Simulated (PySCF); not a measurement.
W(O)3 anion (O3W), SMILES [W](=[O])(=[O])=[O] (connectivity only; charge and spin as stated), charge -1, multiplicity 2. Coordinates come from a PBE-D3(BJ)/def2-SVPD optimisation. The spin state was assumed, not searched. The isomer is the one that the SMILES or the coordinates give; other isomers of the formula were not compared. The def2 effective core potentials stand for the cores of W; spin–orbit coupling is left out.

All values below come from PBE-D3(BJ)/def2-SVPD (PySCF).

Harmonic wavenumbers (cm⁻¹): 180, 293, 293, 860, 860, 915. Rotational constants (GHz): 6.449, 6.449, 3.577; symmetry number 3.

Problem. Work out the zero-point energy and the ideal-gas rigid-rotor harmonic-oscillator thermochemistry at 298.15 K and 1 atm.

Solution. ZPE = ½ Σ hcν = ½ × 3399 cm⁻¹ = 20.33 kJ/mol. H − E(el) = 34.52 kJ/mol. Entropy in J/(mol K): translation 176.67, rotation 96.23, vibration 23.88, spin 5.76, total 302.54. G − E(el) = -55.68 kJ/mol. Cp = 61.87 J/(mol K).
